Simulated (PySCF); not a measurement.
Geometry:
```tsv
atom	x (Å)	y (Å)	z (Å)
C1	-1.508	-1.667	0.572
C2	-1.868	-0.226	0.236
C3	-2.719	-0.096	-1.024
P4	-0.435	0.915	0.089
O5	-0.844	2.300	-0.306
C6	0.547	0.727	1.640
C7	1.604	-0.278	1.295
C8	1.753	-0.622	0.000
Si9	3.018	-1.870	-0.585
C10	0.826	0.074	-0.966
H11	-0.944	-1.754	1.512
H12	-0.901	-2.128	-0.223
H13	-2.424	-2.270	0.675
H14	-2.433	0.214	1.079
H15	-2.922	0.961	-1.245
H16	-2.211	-0.536	-1.898
H17	-3.677	-0.624	-0.899
H18	-0.074	0.430	2.501
H19	0.970	1.719	1.879
H20	2.231	-0.707	2.085
H21	3.981	-1.241	-1.541
H22	2.329	-2.987	-1.305
H23	3.764	-2.418	0.588
H24	1.340	0.867	-1.537
H25	0.369	-0.603	-1.707
```

Geometry: PBE0-D3(BJ)/def2-SVP; GIAO shifts from PySCF 2.14.0 with density-fitted response routines, gas phase, non-relativistic, averaged over equivalent atoms.

At mPW1PW91/pcSseg-1 (259 basis functions, 79 s wall time on 1 thread of an Intel Xeon Platinum 8488C, shared host):
```csv
atoms,δ (ppm)
C7,152.6
C8,143.1
C6,35.8
C2,33.2
C10,32.3
C1,17.4
C3,14.9
P4,50.2
O5,108.8
Si9,-68.3
H20,6.44
H21/H22/H23,4.11
H19,2.59
H24,2.25
H25,2.21
H18,2.15
H14,1.49
H15/H16/H17,1.21
H11/H12/H13,0.70
```

Shifts are taken against calculated references (same method and geometry level): TMS for 13C (σ = 183.54 ppm), 29Si (σ = 350.83 ppm), 1H (σ = 31.32 ppm); 31P (σ = 308.48 ppm) vs H3PO4; H2O for 17O (σ = 333.30 ppm).

Problem. What do these become at PBE0/pcSseg-1?

Solution. 
| atoms | δ at PBE0/pcSseg-1 | change |
| --- | --- | --- |
| C7 | 152.6 | +0.0 |
| C8 | 143.0 | -0.1 |
| C6 | 35.9 | +0.1 |
| C2 | 33.3 | +0.1 |
| C10 | 32.3 | +0.0 |
| C1 | 17.4 | +0.0 |
| C3 | 14.8 | -0.1 |
| P4 | 49.6 | -0.6 |
| O5 | 110.2 | +1.4 |
| Si9 | -69.3 | -1.0 |
| H20 | 6.45 | +0.01 |
| H21/H22/H23 | 4.14 | +0.03 |
| H19 | 2.59 | +0.00 |
| H24 | 2.25 | +0.00 |
| H25 | 2.21 | +0.00 |
| H18 | 2.15 | +0.00 |
| H14 | 1.50 | +0.01 |
| H15/H16/H17 | 1.21 | +0.00 |
| H11/H12/H13 | 0.70 | +0.00 |

Scale: TMS for 13C (184.41 ppm) and 29Si (351.99 ppm) and 1H (31.27 ppm); 31P (310.13 ppm) vs H3PO4; 17O (334.56 ppm) vs H2O (reference shieldings calculated alike).

The largest change is at O5 (P=O oxygen). Cost: 259 basis functions, 82 s wall time on 1 thread of an Intel Xeon Platinum 8488C, shared host. The order of the carbon signals is the same at both levels.

Experimental scales use liquid or dissolved standards, which lie at an offset from isolated H2O (liquid H2O: subtract about 36 ppm) and H3PO4.
